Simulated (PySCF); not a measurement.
CI2, SMILES I[C]I (connectivity only; charge and spin as stated), neutral, multiplicity 1.

The structure is a stationary point at B3LYP-D3(BJ)/def2-TZVP. The def2 effective core potentials stand for the cores of I; spin–orbit coupling is left out.

Two levels are set side by side: PBE/def2-TZVPD (PySCF) and CAM-B3LYP/def2-TZVPD (PySCF). Same geometry, gas phase. Differences are taken from unrounded values.

```tsv
quantity	CAM-B3LYP
orbital gap (eV)	5.55
highest occupied level (eV)	-8.15
lowest empty level (eV)	-2.60
dipole moment (D)	1.25
mean polarisability (bohr³)	89.4
```

**Question.** What does PBE give, and how far is it from CAM-B3LYP? (The exact figures need the calculation; the answer reports its results.)

**Answer.** 
```json
[
 {"quantity": "orbital gap (eV)", "PBE": "1.29", "PBE minus CAM-B3LYP": "-4.27"},
 {"quantity": "highest occupied level (eV)", "PBE": "-5.81", "PBE minus CAM-B3LYP": "2.34"},
 {"quantity": "lowest empty level (eV)", "PBE": "-4.53", "PBE minus CAM-B3LYP": "-1.93"},
 {"quantity": "dipole moment (D)", "PBE": "1.18", "PBE minus CAM-B3LYP": "-0.06"},
 {"quantity": "mean polarisability (bohr³)", "PBE": "94.1", "PBE minus CAM-B3LYP": "4.7"}
]
```

PBE's occupied levels lie high since its potential decays too fast outside the molecule; exact exchange lowers them and widens the gap. PBE's more diffuse valence density responds more strongly to a field. Differences between two approximate levels are no errors against the true value.

Rough cost on one machine, each run with all the roots and properties that it gave: CAM-B3LYP against PBE within a factor of 2.
